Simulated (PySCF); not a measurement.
**Electron correlation in S+ (sulfur, charge +1)**

[Ne] 3s2 3p3, high-spin 4S determinant. Computed with PySCF 2.14 in aug-cc-pV(T+d)Z (6s5p4d2f, 55 functions), with no relativity, point nucleus. Frozen: [Ne]; 5 electrons correlated.

```json
{"level": "CCSD", "correlation energy (mhartree)": "-110.22"}
{"level": "(T)", "correlation energy (mhartree)": "-3.65"}
{"level": "CCSD(T)", "correlation energy (mhartree)": "-113.87"}
```

Diagnostics: T1 = 0.0035, D1 = 0.0089, largest double amplitude 0.047.

Cost of the coupled-cluster step: roughly 1.9 core-seconds, for 5 correlated electrons.

Iterations:

```
CC2 = 0
CCSD nocc = (np.int64(4), np.int64(1)), nmo = (50, 50)
frozen orbitals [[0, 1, 2, 3, 4], [0, 1, 2, 3, 4]]
max_cycle = 100
direct = 0
conv_tol = 1e-08
conv_tol_normt = 1e-06
diis_space = 8
diis_start_cycle = 0
Init t2, MP2 energy = -0.0907322452654454
Init E_corr(UCCSD) = -0.0907322452809406
cycle = 1  E_corr(UCCSD) = -0.10586143363058  dE = -0.0151291883  norm(t1,t2) = 0.0406206
cycle = 2  E_corr(UCCSD) = -0.108973579689948  dE = -0.00311214606  norm(t1,t2) = 0.0117625
cycle = 3  E_corr(UCCSD) = -0.110242295818739  dE = -0.00126871613  norm(t1,t2) = 0.00428255
cycle = 4  E_corr(UCCSD) = -0.110221090123314  dE = 2.12056954e-05  norm(t1,t2) = 0.00059364
cycle = 5  E_corr(UCCSD) = -0.110220365449502  dE = 7.24673812e-07  norm(t1,t2) = 5.75368e-05
cycle = 6  E_corr(UCCSD) = -0.110219984390323  dE = 3.81059179e-07  norm(t1,t2) = 9.48469e-06
cycle = 7  E_corr(UCCSD) = -0.1102201862035  dE = -2.01813177e-07  norm(t1,t2) = 2.0655e-06
cycle = 8  E_corr(UCCSD) = -0.110220121821457  dE = 6.43820431e-08  norm(t1,t2) = 4.08376e-07
cycle = 9  E_corr(UCCSD) = -0.110220128954654  dE = -7.13319721e-09  norm(t1,t2) = 7.74205e-08
UCCSD converged
E(UCCSD) = -397.2805182163243  E_corr = -0.1102201289546538
UCCSD(T) correction = -0.00365416017812792
```
